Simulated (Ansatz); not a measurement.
`C[Si](F)(Cl)[SeH]` + `N=C=O` → `C[Si](F)(Cl)N=C=O` + H₂Se  (ligand exchange at the Si–Se bond)

Isolated molecules relaxed with PBE0-D4/def2-TZVP in Ansatz; ΔE leaves out vibrations. CBS: MP2 limit from def2 TZ/QZ plus the TZ coupled-cluster correction, frozen cores. This one scheme is used for every species. Functionals use def2-TZVPP. For Se outer-core shells are correlated without core-valence functions, which leaves a few kJ/mol of doubt a bond. Scalar relativity is left out up to krypton. Each species was taken in one conformer, which may not be the lowest.

```
  level  ΔE (kJ/mol)
PBE0-D4        -35.5
ωB97X-V        -43.0
ωB97M-V        -42.4
   BLYP        -41.3
```

What does CCSD(T)/CBS give? (Estimate.)

Ansatz gave: -40.2 kJ/mol. The listed levels differ from it by 4.7, -2.8, -2.2, -1.1 kJ/mol.

Largest T1 diagnostic among the species: 0.018.

Leaving LDA and LC-ωPBE aside and taking each functional with its dispersion term where it has one, the values, not all of them listed here, spread over 21.4 kJ/mol, from CAM-B3LYP-D4 to PBE-D4. LDA lies −4.4 kJ/mol from PBE without D4. From BLYP to BHLYP (50 % exact exchange), in def2-TZVPP and without D4, ΔE moves by −12.9 kJ/mol.
